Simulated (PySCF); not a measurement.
Species: C5H7N3.
SMILES with atom numbers: `[CH2:1]=[CH:2][CH2:3][n:4]1[cH:5][cH:6][n:7][n:8]1`

Probes without a nucleus sit at each ring's centroid and 1 Å off its mean plane on both sides; NICS is minus the shielding there, NICSzz its component along the normal. Level: GIAO PBE0/pcSseg-1 (PySCF, non-relativistic, gas phase) on the GFN2-xTB geometry, one conformer.

Ring bond lengths (Å), with Mayer bond orders in brackets: N4–C5 1.352 (1.14), C5–C6 1.375 (1.45), C6–N7 1.346 (1.36), N7–N8 1.278 (1.47), N8–N4 1.326 (1.17).

Problem. Give the NICS values of each ring in ppm.

Solution. 
```csv
ring,type,NICS(0),"NICS(1), two faces","NICS(1)zz, two faces",rms pucker (Å),"centre to ring atoms, mean (Å)"
N4–C5–C6–N7–N8,5-membered ring with 3 N; formal bonds all aromatic,-13.2,-13.3 / -13.3,-34.1 / -34.2,0.00,1.14
```

Problem. What can be read from them?

Solution. 
- N4–C5–C6–N7–N8: mean NICS(1)zz -34.2 ppm, shielded, aromatic by this magnetic criterion (flat ring, no four-coordinate atom).

Problem. And the bond-length index? HOMA = 1 − mean of α(R − Ropt)² over the ring bonds, with Krygowski's 1993 parameters (CC: Ropt 1.388 Å, α 257.7 Å⁻²; CN: Ropt 1.334 Å, α 93.52 Å⁻²; NN: Ropt 1.309 Å, α 130.33 Å⁻²).

Solution. 
- N4–C5–C6–N7–N8: HOMA 0.95; the largest term is that of N7–N8, α(R − Ropt)² = 0.13. The geometric and the magnetic index point the same way.

Problem. How shielded are the nuclei of the rings and their hydrogens (means over atoms taken as equivalent)?

Solution. 
| atoms | environment | σ isotropic (ppm) | principal values of the symmetric part, first atom (ppm) |
| --- | --- | --- | --- |
| N4 | pyrrole-type nitrogen | -2.0 | -154.9, 32.9, 116.1 |
| C5 | aromatic CH next to a ring nitrogen | 57.9 | -25.2, 48.7, 150.1 |
| C6 | aromatic CH next to a ring nitrogen | 47.9 | -32.7, 51.3, 125.1 |
| N7 | pyridine-type nitrogen | -118.2 | -367.3, -175.5, 188.1 |
| N8 | pyridine-type nitrogen | -135.3 | -378.7, -129.0, 101.7 |
| H on C5 | aromatic hydrogen | 24.11 | 21.9, 22.5, 27.9 |
| H on C6 | aromatic hydrogen | 23.87 | 21.9, 23.6, 26.2 |

The values belong to the conformer `[CH2:1]=[CH:2][CH2:3][n:4]1[cH:5][cH:6][n:7][n:8]1`: C1–C2–C3–N4 124°, C2–C3–N4–C5 -62°.
